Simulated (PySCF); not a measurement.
These are PBE-D3(BJ)/def2-TZVP // B3LYP-D3(BJ)/def2-TZVP (PySCF) values and carry that method's errors. Gas-phase values, no solvent. Excitations are Tamm–Dancoff values on a coarser integration grid. The basis has no diffuse functions, so Rydberg states are missing or too high.

Reference species (SMILES): `[F][In]([CH3])[CH3]` (neutral, multiplicity 1).

S1 excitation (TDA): 4.80 eV
S1 oscillator strength: 0.000
HOMO: -6.48 eV
LUMO: -1.74 eV

Changed species: `[F][In]([F])[F]` (0 of 3 F replaced by CH3; the reference has 2 of 3 F replaced by CH3).

Problem. Give the shifts of the S1 excitation (TDA), S1 oscillator strength, HOMO and LUMO.

Solution. the S1 excitation (TDA) increases by 0.17 eV, to 4.97 eV; the S1 oscillator strength stays essentially unchanged; the HOMO drops by 2.71 eV, to -9.19 eV; the LUMO falls by 2.73 eV, to -4.47 eV.
